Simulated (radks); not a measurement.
Task: Species: Sm21+. Configuration: [Kr] 4d5. Calculated with a radial shooting solver on a logarithmic mesh with Libxc functionals: Dirac Kohn-Sham, LB94 model potential, spin-unpolarised, spherical densities, finite nucleus; open shells fill j = l - 1/2 first; Fermi nuclear charge, rms radius 5.0819 fm. Some entries of the table are withheld. Estimate them.

orbital  occ.  eigenvalue (hartree)  <1/r> (bohr^-1)
1s1/2       2             -1742.368            68.87
2s1/2       2             -303.6811            16.38
2p1/2       2             -289.3079            16.38
2p3/2       4             -266.9430            14.59
3s1/2       2             -83.65485            5.967
3p1/2       2             -77.41693            5.893
3p3/2       4             -72.85964            5.446
3d3/2       4                   (1)            5.328
3d5/2       6                   (2)            5.215
4s1/2       2             -32.12370            2.642
4p1/2       2                   (3)              (4)
4p3/2       4                   (5)              (6)
4d3/2       4                   (7)              (8)
4d5/2       1                   (9)             (10)
5s1/2       0             -16.95630            1.429
5p1/2       0             -15.89212            1.387
5p3/2       0             -15.44414            1.332

Result: 
(1) 3d3/2 eigenvalue (hartree): -62.02699
(2) 3d5/2 eigenvalue (hartree): -61.02891
(3) 4p1/2 eigenvalue (hartree): -29.65622
(4) 4p1/2 <1/r> (bohr^-1): 2.565
(5) 4p3/2 eigenvalue (hartree): -28.47497
(6) 4p3/2 <1/r> (bohr^-1): 2.417
(7) 4d3/2 eigenvalue (hartree): -24.35973
(8) 4d3/2 <1/r> (bohr^-1): 2.278
(9) 4d5/2 eigenvalue (hartree): -24.11983
(10) 4d5/2 <1/r> (bohr^-1): 2.243
